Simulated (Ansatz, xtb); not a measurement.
# Two isomers of CH8BSSi+

We compare a, `CB[SH+][SiH3]`, a singlet, with b, `B[SH+][SiH2]C`, a singlet. Both are isolated ions in the gas phase, relaxed with PBE0-D3(BJ)/pcseg-1; the shapes shown needn't be the lowest conformers.

a (Å):

```tsv
atom	x (Å)	y (Å)	z (Å)
C	-0.6496	2.4417	0.0657
B	-1.4970	1.1766	0.0060
S	-1.4765	-0.1011	1.3885
Si	-1.2499	-2.1296	0.3863
H	-1.3458	3.2986	0.0884
H	0.0640	2.5486	0.8877
H	-0.1237	2.5645	-0.8948
H	-2.2932	0.8783	-0.8312
H	-0.2714	0.0991	1.9798
H	-2.5861	-2.2536	-0.2343
H	-0.1221	-1.9745	-0.5598
H	-0.9849	-2.9985	1.5531
```

b (Å):

```xyz
12

C     1.4873   -0.8033    1.2049
B     1.0862    1.8967   -1.7232
S     0.5658    0.1310   -1.7938
Si   -0.1057   -0.5558    0.3102
H     0.6785    2.6199   -2.5730
H     1.8488    2.1551   -0.8475
H    -0.5618    0.1589   -2.5477
H    -0.8617   -1.7596   -0.1027
H    -0.9650    0.5630    0.7613
H     2.0546    0.1282    1.3142
H     1.2508   -1.1619    2.2172
H     2.1146   -1.5608    0.7216
```

Quicker runs give these differences E(b) − E(a): GFN2-xTB +2.6 kcal/mol; HF/STO-3G +4.4 kcal/mol (at GFN2-xTB geometries); r2SCAN-D4/def2-SVP +5.5 kcal/mol (at GFN2-xTB geometries).

Task: Estimate E(b) − E(a) at the level CCSD(T)/def2-SVP + ΔMP2/def2-TZVPP.

Result: Calculated at CCSD(T)/def2-SVP + ΔMP2/def2-TZVPP: E(b) − E(a) = +2.0 kcal/mol, so structure a lies lower.

How the difference moves with the method:

```
                             level             geometry  E(b) − E(a) (kcal/mol)  departure from the last row (kcal/mol)  job, with rough time for the two
                          GFN2-xTB             GFN2-xTB                      +2.6                                    +0.6              optimisation, 0.55 s
                         HF/STO-3G             GFN2-xTB                      +4.4                                    +2.4              single point, 0.63 s
                r2SCAN-D4/def2-SVP             GFN2-xTB                      +5.5                                    +3.5                single point, 13 s
               PBE0-D3(BJ)/pcseg-1  PBE0-D3(BJ)/pcseg-1                      +4.1                                    +2.1             optimisation, 2.1 min
                       HF/def2-SVP  PBE0-D3(BJ)/pcseg-1                      +2.5                                    +0.5           part of the CCSD(T) run
                      MP2/def2-SVP  PBE0-D3(BJ)/pcseg-1                      +3.4                                    +1.4           part of the CCSD(T) run
                  CCSD(T)/def2-SVP  PBE0-D3(BJ)/pcseg-1                      +3.8                                    +1.7                      single point
CCSD(T)/def2-SVP + ΔMP2/def2-TZVPP  PBE0-D3(BJ)/pcseg-1                      +2.0                                                        single point, 25 s
```

As drawn, b has 1 C–Si, 1 B–H in place of 1 C–B, 1 Si–H.

The levels shown agree on the order. The largest departure from CCSD(T)/def2-SVP + ΔMP2/def2-TZVPP is that of r2SCAN-D4/def2-SVP, 3.5 kcal/mol. The last row adds to CCSD(T) the change of the MP2 difference between the two basis sets, here −1.7 kcal/mol.

With harmonic frequencies from PBE0-D3(BJ)/pcseg-1 (ideal gas, rigid rotor, one conformer each, 298.15 K, 1 atm): on the last row, ΔE + ΔZPE = +2.7 kcal/mol. A mode under 50 cm⁻¹ makes harmonic enthalpies and free energies unreliable, so none is given.

The correlated steps freeze 12 core orbitals. Programs: Ansatz 0.2.0, xtb 6.7.1; the last row on 2 threads of Intel(R) Xeon(R) Platinum 8175M CPU @ 2.50GHz (Skylake/Cascade Lake) on a shared host.
